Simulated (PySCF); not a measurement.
Mg(H)(SH) (H2MgS), SMILES [MgH][SH]. Coordinates come from a B3LYP-D3(BJ)/def2-TZVP optimisation.

The numbers are results of B3LYP-D3(BJ)/def2-TZVP (PySCF 2.14.0), not measurements.

Harmonic wavenumbers (cm⁻¹): 292, 317, 428, 532, 1654, 2656. Rotational constants (GHz): 286.9, 6.048, 5.924; symmetry number 1.

**Question.** Work out the zero-point energy and the ideal-gas rigid-rotor harmonic-oscillator thermochemistry at 298.15 K and 1 atm.

**Answer.** ZPE = ½ Σ hcν = ½ × 5879 cm⁻¹ = 8.40 kcal/mol. H − E(el) = 11.60 kcal/mol. Entropy in cal/(mol K): translation 38.11, rotation 20.97, vibration 4.24, total 63.33. G − E(el) = -7.28 kcal/mol. Cp = 13.91 cal/(mol K).
